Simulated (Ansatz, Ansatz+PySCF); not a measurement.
```yaml
atoms:
  - { symbol: O, position_ang: [0.0000, 0.0000, -0.3906] }
  - { symbol: H, position_ang: [0.0000, 0.0000, 3.1246] }
  - { symbol: H, position_ang: [30.0000, 0.0000, -0.8282] }
  - { symbol: F, position_ang: [30.0000, 0.0000, 0.0920] }
```

Basis set: 6-31G (spherical functions). Correlated methods keep 2 orbitals frozen. Charge 0, multiplicity 2.

Computed with Ansatz (development build ahead of 0.2.0); each method stands on the lowest determinant of its kind that the runs found.

The atomization energy at this shape (free ground-state atoms in the same class of orbitals less the molecule, no zero-point energy) of doublet H₂OF in separate pieces:

| method | atomization energy |
| --- | --- |
| UHF-MP2 | 454.3 kJ/mol |
| UHF | 326.6 kJ/mol |

Task: What does UHF-CCSD(T) give?

Result: 446.3 kJ/mol. Caution: the unrestricted determinant is a mixture of spin states. Caution for UHF-CCSD(T), UHF-MP2: bonds are stretched, where a single reference can fail.

This basis has no polarisation functions and is too small for such energies, which can lie far from measured ones in either direction.
